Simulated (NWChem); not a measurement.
Species: ammonia borane (BNH$_{6}$); SMILES [BH3-][NH3+]

Program: NWChem. Geometry: optimised at PBE0/def2-SVP. Level TPSS/def2-SVP: energy and gradient; each run changes one setting, and changes count from the defaults (medium grid, exact Coulomb integrals, symmetry on).

Question: Which setting moves the energy most, and by about how much (defaults; symmetry off; Coulomb fitting, Ahlrichs set; tight SCF thresholds and tolerances; Becke weights)?

Answer: Coulomb fitting, Ahlrichs set, by about 200 μHa.
```csv
setting,size of the energy change (μHa),largest change of a gradient component (μHa/bohr)
defaults,< 10,< 30
symmetry off,< 10,other frame
"Coulomb fitting, Ahlrichs set",200,< 30
tight SCF thresholds and tolerances,< 10,< 30
Becke weights,< 10,30
```
